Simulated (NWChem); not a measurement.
# C3H10Si; SMILES C[SiH](C)C

Program: NWChem. All runs use the structure optimised with PBE0/def2-SVP.

Problem. Estimate the computed values for PBE/def2-TZVPD. Quantities: highest occupied level (eV); orbital gap (eV); dipole (D).

Solution. 
```json
{
 "highest occupied level (eV)": "-7.23",
 "orbital gap (eV)": "6.91",
 "dipole (D)": "0.59"
}
```
